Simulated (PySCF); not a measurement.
## Bond curve of LaS

Set-up: La x2c-TZVPall, S x2c-TZVPall; spin-free X2C with a Gaussian nucleus (PySCF 2.14). Energies in eV from La (5d1 6s2) + S in their ground configurations at the same level. State: doublet, about 0.1 electrons in the 4f shell (Mulliken).

| R (Å) | UHF-CCSD(T) |
| --- | --- |
| 2.124 | -4.624 |
| 2.218 | -5.235 |
| 2.289 | -5.484 |
| 2.360 | -5.595 |
| 2.431 | -5.596 |
| 2.525 | -5.466 |
| 2.643 | -5.157 |
| 2.785 | -4.652 |

Task: Put a parabola through the three lowest points of the UHF-CCSD(T) curve and estimate Re, k and ωe (reduced mass 25.99 u; 1 eV/Å² = 0.16022 mdyn/Å; ωe = 1302.8·√(k/μ) cm⁻¹).

Result: Through R = 2.36, 2.431, 2.525 Å the second-order coefficient is 8.47 eV/Å², so Re ≈ 2.396 Å, k ≈ 2.71 mdyn/Å and ωe ≈ 421 cm⁻¹. A polynomial fit of higher order to the unrounded UHF-CCSD(T) energies gives Re = 2.395 Å, k = 3.10 mdyn/Å, ωe = 450 cm⁻¹; anharmonicity and rounding make the difference.

The higher-order fit for each curve: UHF-CCSD(T): Re = 2.395 Å, ωe = 450 cm⁻¹, De = 5.61 eV.

Correlated steps freeze 23 core orbitals. These are scalar-relativistic numbers at best; spin–orbit coupling would shift them, the dissociation energy most. With d or f electrons several states lie close, and the lowest PBE0 determinant need not be the measured ground state.
